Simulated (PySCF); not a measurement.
# Working out the ionisation energy of Ga

Ga [Ar] 3d10 4s2 4p1 (2P) → Ga⁺ [Ar] 3d10 4s2 (1S). All numbers are calculated (PySCF 2.14, no relativity, point nucleus, in def2-TZVP (6s5p4d1f, 48 functions)). Frozen: [Ar] 3d10. Energies in hartree (1 hartree = 27.21139 eV):

```tsv
part	Ga (lower)	Ga⁺ (upper)
UHF	-1923.223491	-1923.019423
CCSD correlation	-0.046919	-0.037253
(T)	-0.000856	0.000000
```

**Question.** What does Hartree-Fock give?

**Answer.** (-1923.019423) − (-1923.223491) = 0.204068 hartree = 5.553 eV.

**Question.** What do CCSD and CCSD(T) give?

**Answer.** The CCSD correlation energies differ by 0.009666 hartree = 0.263 eV and the triples by 0.000856 hartree = 0.023 eV, so CCSD gives 5.816 eV and CCSD(T) 5.839 eV.

Measured between the centres of the two terms (NIST): 5.931 eV, so CCSD(T) (valence) is off by -0.092 eV.

The calculation is non-relativistic.

What remains against the reference includes basis incompleteness, the frozen core and higher excitations.
